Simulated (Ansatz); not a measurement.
Reactions of CH$_{6}$BFOSi (`OC([SiH3])BF`).

Isolated molecules relaxed with PBE0-D4/def2-TZVP in Ansatz; ΔE leaves out vibrations. CBS: MP2 limit from def2 TZ/QZ plus the TZ coupled-cluster correction, frozen cores. This one scheme is used for every species. DFT in def2-TZVPP. For Ge outer-core shells are correlated without core-valence functions, which leaves a few kJ/mol of doubt a bond. Scalar relativity is left out up to krypton. One conformer a species, not always the lowest.

```csv
reaction,PBE0-D4 (kJ/mol),CCSD(T)/CBS(def2) (kJ/mol)
`OC([SiH3])BF` + `[CH2]1[NH][GeH2]1` → `[SiH3][GeH]1[CH2][NH]1` + `OCBF`,-43,-40
`OC([SiH3])BF` + `C=C[SiH](C)O` → `C=C[SiH](C)O[SiH3]` + `OCBF`,-108,-119
`OC([SiH3])BF` + `OCS[SiH3]` → `[SiH3]OCS[SiH3]` + `OCBF`,-82,-93
`OC([SiH3])BF` + H–F → `OC(F)[SiH3]` + `BF`,72,74
`OC([SiH3])BF` + `O[SiH3]` → `OC([SiH3])O[SiH3]` + `BF`,74,70
`OC([SiH3])BF` + `OBS` → `[SiH3]OBS` + `OCBF`,-83,-94
`OC([SiH3])BF` + `CO[SiH](N)O` → `CO[SiH](N)O[SiH3]` + `OCBF`,-106,-116
```

Largest T1 diagnostic: 0.013, for `OBS`.
